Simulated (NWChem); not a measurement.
Species: CH4BFO; SMILES COBF

```xyz
8

B     -0.6473    -0.7469     0.0000
H     -1.7019    -1.3452     0.0000
F      0.5091    -1.4312     0.0000
O     -0.6612     0.6031     0.0000
C      0.5240     1.3938     0.0000
H      1.4423     0.7722     0.0000
H      0.5229     2.0432    -0.8989
H      0.5229     2.0432     0.8989
```
Atoms are numbered in this order, from 1.

Program: NWChem. Pople sets run with spherical d functions. Coordinates come from a PBE-D3(BJ)/def2-SVP optimisation. Vzz is the largest principal value of the second derivative of the potential at the nucleus (NWChem prints the opposite sign); η is the asymmetry. Non-relativistic.

```csv
level,Vzz B1 (a.u.),η B1,Vzz O4 (a.u.),η O4,relative time
B3LYP/def2-TZVP,0.352,0.66,1.455,0.14,10
B3LYP/6-31G*,0.308,0.70,1.404,0.09,2
Hartree-Fock/def2-SVP,0.361,0.60,1.503,0.01,1
Hartree-Fock/def2-TZVP,0.396,0.56,1.521,0.04,7
```

Times are rough ratios from one shared machine.
